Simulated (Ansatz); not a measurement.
Ansatz (an electronic-structure program) job for C₂H₆N, SMILES CC[NH], multiplicity 2, r2SCAN-D4/def2-TZVP. 

Ansatz 0.2 input:
```yaml
crystal:
  periodic: [false, false, false]
  atoms:
    - {symbol: C, position_ang: [-1.19448423, 0.23037136, -0.13039552]}
    - {symbol: C, position_ang: [0.17677792, -0.42582382, -0.22384215]}
    - {symbol: N, position_ang: [1.14935837, 0.30674332, 0.45369498]}
    - {symbol: H, position_ang: [-1.93878080, -0.36371328, -0.65496481]}
    - {symbol: H, position_ang: [-1.15838242, 1.22459914, -0.56692285]}
    - {symbol: H, position_ang: [-1.48551554, 0.32930284, 0.91161399]}
    - {symbol: H, position_ang: [0.12367105, -1.46355546, 0.16606372]}
    - {symbol: H, position_ang: [0.45606720, -0.56548310, -1.28870614]}
    - {symbol: H, position_ang: [2.06366988, -0.13563872, 0.38247737]}
basis:
  gaussian:
    orbitals: def2-TZVP
hamiltonian:
  xc: r2scan
  dispersion: d4
magnetization: {spin_polarized: true, initial_magnetization: 1}
relax: {f_tol: 0.002, max_steps: 200}
```

It prints:

```
WARN ansatz: RAYON_NUM_THREADS=1 ignored (pool sized by the plan → 1); use --threads N
Functional definition: r2SCAN
integrals: 0.04 GiB planned
779 factors; their error is unknown
mean field: 0.47 GiB planned
mean field evaluation 1: about -3649.9331 eV, gradient 4.5e1 eV
mean field evaluation 2: about -3641.4737 eV, gradient 6.0e1 eV
mean field evaluation 4: about -3659.2390 eV, gradient 3.3e0 eV
mean field evaluation 8: about -3659.2915 eV, gradient 1.1e-1 eV
mean field evaluation 16: about -3659.2601 eV, gradient 1.0e-4 eV
mean field -3659.26014629 eV, -134.4753300406 hartree, gradient 4.6e-5 eV, S^2 0.756065; 0 other end points of the search recorded, 0 dependent functions left out
the calculation of the forces begins
reference -3659.26015793 eV, -134.4753304684 hartree; 13, 12 occupied and 116, 117 virtual orbitals, 779 factors
relax step   1: F+E_penalty+E_count = -3659.28627052 eV  Δ(F+E_penalty+E_count) = +0.000e0 eV  max|allowed force component| = 9.854e-1 eV/Å  Δτ_max = 0.0000 Å  (34 SCF iters, accepted)
these checks for a lower state are left out or cut short: starts, cluster_reference, orbital_swaps, neighbouring_geometries, increment
integrals: 0.04 GiB planned
779 factors; their error is unknown
mean field: 0.47 GiB planned
mean field -3659.28544144 eV, -134.4762596201 hartree, gradient 1.7e-5 eV, S^2 0.756018; 0 other end points of the search recorded, 0 dependent functions left out
the calculation of the forces begins
reference -3659.28545307 eV, -134.4762600475 hartree; 13, 12 occupied and 116, 117 virtual orbitals, 779 factors
relax step   2: F+E_penalty+E_count = -3659.31153591 eV  Δ(F+E_penalty+E_count) = -2.527e-2 eV  max|allowed force component| = 5.356e-1 eV/Å  Δτ_max = 0.0206 Å  (37 SCF iters, accepted)
these checks for a lower state are left out or cut short: starts, cluster_reference, orbital_swaps, neighbouring_geometries, increment
integrals: 0.04 GiB planned
779 factors; their error is unknown
mean field: 0.47 GiB planned
mean field evaluation 32: about -3659.2977 eV, gradient 1.5e-5 eV
mean field -3659.29772952 eV, -134.4767111987 hartree, gradient 1.5e-5 eV, S^2 0.755921; 0 other end points of the search recorded, 0 dependent functions left out
the calculation of the forces begins
reference -3659.29774112 eV, -134.4767116251 hartree; 13, 12 occupied and 116, 117 virtual orbitals, 779 factors
relax step   3: F+E_penalty+E_count = -3659.32380293 eV  Δ(F+E_penalty+E_count) = -1.227e-2 eV  max|allowed force component| = 1.325e-1 eV/Å  Δτ_max = 0.0292 Å  (38 SCF iters, accepted)
these checks for a lower state are left out or cut short: starts, cluster_reference, orbital_swaps, neighbouring_geometries, increment
integrals: 0.04 GiB planned
779 factors; their error is unknown
mean field: 0.47 GiB planned
mean field -3659.29814642 eV, -134.4767265196 hartree, gradient 2.6e-5 eV, S^2 0.755907; 0 other end points of the search recorded, 0 dependent functions left out
the calculation of the forces begins
reference -3659.29815802 eV, -134.4767269459 hartree; 13, 12 occupied and 116, 117 virtual orbitals, 779 factors
relax step   4: F+E_penalty+E_count = -3659.32420604 eV  Δ(F+E_penalty+E_count) = -4.031e-4 eV  max|allowed force component| = 4.739e-2 eV/Å  Δτ_max = 0.0059 Å  (37 SCF iters, accepted)
these checks for a lower state are left out or cut short: starts, cluster_reference, orbital_swaps, neighbouring_geometries, increment
integrals: 0.04 GiB planned
779 factors; their error is unknown
mean field: 0.47 GiB planned
mean field -3659.29828727 eV, -134.4767316957 hartree, gradient 2.4e-5 eV, S^2 0.755906; 0 other end points of the search recorded, 0 dependent functions left out
the calculation of the forces begins
reference -3659.29829887 eV, -134.4767321219 hartree; 13, 12 occupied and 116, 117 virtual orbitals, 779 factors
relax step   5: F+E_penalty+E_count = -3659.32435241 eV  Δ(F+E_penalty+E_count) = -1.464e-4 eV  max|allowed force component| = 5.142e-3 eV/Å  Δτ_max = 0.0029 Å  (37 SCF iters, accepted)
these checks for a lower state are left out or cut short: starts, cluster_reference, orbital_swaps, neighbouring_geometries, increment
integrals: 0.04 GiB planned
779 factors; their error is unknown
mean field: 0.47 GiB planned
mean field -3659.29828964 eV, -134.4767317830 hartree, gradient 1.7e-5 eV, S^2 0.755906; 0 other end points of the search recorded, 0 dependent functions left out
the calculation of the forces begins
reference -3659.29830124 eV, -134.4767322092 hartree; 13, 12 occupied and 116, 117 virtual orbitals, 779 factors
relax step   6: F+E_penalty+E_count = -3659.32435498 eV  Δ(F+E_penalty+E_count) = -2.571e-6 eV  max|allowed force component| = 6.164e-4 eV/Å  Δτ_max = 0.0014 Å  (39 SCF iters, accepted)
integrals: 0.04 GiB planned
779 factors; their error is unknown
mean field: 0.47 GiB planned
mean field evaluation 64: about -3659.2891 eV, gradient 2.9e0 eV
mean field -3659.29828964 eV, -134.4767317830 hartree, gradient 2.5e-5 eV, S^2 0.755906; 1 other end points of the search recorded, 0 dependent functions left out
the calculation of the forces begins
reference -3659.29830124 eV, -134.4767322092 hartree; 13, 12 occupied and 116, 117 virtual orbitals, 779 factors
Total energy: -3659.32436658 eV, -134.4776900925 hartree
Atom 0 at    -1.197093     0.226281    -0.133387 Å, force    -0.000494     0.000316     0.000065 eV/Å
Atom 1 at     0.171321    -0.425852    -0.223728 Å, force     0.000416    -0.000384    -0.000055 eV/Å
Atom 2 at     1.174409     0.333891     0.468711 Å, force     0.000422     0.000616     0.000251 eV/Å
Atom 3 at    -1.949899    -0.361648    -0.663475 Å, force    -0.000214     0.000158     0.000006 eV/Å
Atom 4 at    -1.169648     1.227413    -0.568115 Å, force     0.000248    -0.000219     0.000111 eV/Å
Atom 5 at    -1.503476     0.322069     0.910146 Å, force     0.000248    -0.000170    -0.000185 eV/Å
Atom 6 at     0.138191    -1.453455     0.181032 Å, force    -0.000148    -0.000303    -0.000068 eV/Å
Atom 7 at     0.468388    -0.558312    -1.279707 Å, force    -0.000163    -0.000165    -0.000245 eV/Å
Atom 8 at     2.060187    -0.173585     0.357541 Å, force    -0.000314     0.000151     0.000121 eV/Å
Dipole moment:     0.004588    -0.334351    -0.203984 e Å
```

The run converged.
